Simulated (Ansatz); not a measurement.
A set of 12 reactions (isomerisation), with CCSD(T)/CBS values in kJ/mol:

```tsv
reaction	ΔE
`CC(=N)O` → `C=NCO`	108.3
`C=CC(=C)F` → `CCC#CF`	135.9
`FC1C(F)(F)CC1(F)F` → `C/C(F)=C(\F)C(F)(F)F`	-5.3
`CC(=N)O[SiH2]O` → `N[SiH](C=O)CO`	260.8
`C[Si](N)(F)Cl` → `N[SiH](F)CCl`	190.6
`[CH3][AlH][BH]O` → `B[O][AlH][CH3]`	-190.9
`C=CC(=C)F` → `CC1=CC1F`	108.7
`C=C(F)C(C)O` → `CO/C(C)=C\F`	53.9
`BNC(=N)F` → `FB1NCN1`	-201.4
`FC1C(F)(F)CC1(F)F` → `F/C(=C/C(F)F)C(F)F`	15.0
`CCNC` → `CN(C)C`	23.2
`[CH3][GeH]([NH2])[SH]` → `NC[S][GeH3]`	127.0
```

Program: Ansatz. Geometries: PBE0-D4/def2-TZVP. ΔE: electronic, gas phase. CBS: MP2 limit from def2 TZ/QZ plus the TZ coupled-cluster correction, frozen cores. Double bonds are as drawn, so ΔE can hold a change between cis and trans. Functionals use def2-TZVPP. B3LYP here is the variant with VWN-RPA as its local correlation; programs differ in this. For Ge outer-core shells are correlated without core-valence functions, which leaves a few kJ/mol of doubt a bond. Scalar relativity is left out up to krypton. One conformer a species, not always the lowest.

Q: Give the mean, mean absolute and largest difference (level minus CCSD(T)/CBS, kJ/mol) for: r2SCAN-D4, PBE0-D4, ωB97X-V, ωB97M-V, PBE0, B3LYP, HF/def2-TZVPP, MP2/def2-TZVPP, CCSD/def2-TZVPP, CCSD(T)/def2-TZVPP, HF/def2-QZVPP, MP2/def2-QZVPP, MP2/CBS(def2), CCSD/CBS(def2). (An estimate is asked.)

A: Computed: 
| level | mean | mean absolute | largest |
| --- | --- | --- | --- |
| r2SCAN-D4 | 2.0 | 6.9 | 13.6 |
| PBE0-D4 | 0.0 | 6.5 | -15.6 |
| ωB97X-V | -0.1 | 7.0 | -17.9 |
| ωB97M-V | 0.3 | 3.9 | 8.2 |
| PBE0 | -0.4 | 6.5 | -16.2 |
| B3LYP | -3.0 | 8.8 | 21.9 |
| HF/def2-TZVPP | 0.2 | 8.1 | -21.8 |
| MP2/def2-TZVPP | -0.6 | 6.5 | -13.2 |
| CCSD/def2-TZVPP | 0.2 | 1.8 | -3.7 |
| CCSD(T)/def2-TZVPP | 0.5 | 1.9 | 6.2 |
| HF/def2-QZVPP | -0.2 | 8.4 | -23.3 |
| MP2/def2-QZVPP | -1.1 | 7.0 | -13.8 |
| MP2/CBS(def2) | -1.2 | 7.3 | -15.1 |
| CCSD/CBS(def2) | -0.3 | 1.7 | -3.1 |

The largest T1 diagnostic in the set is 0.014, for `BNC(=N)F` (customary mark 0.02).

CCSD(T)/CBS is a level of theory with its own doubt, and the functionals carry their triple-zeta basis error, so these figures describe this set and don't rank the functionals.
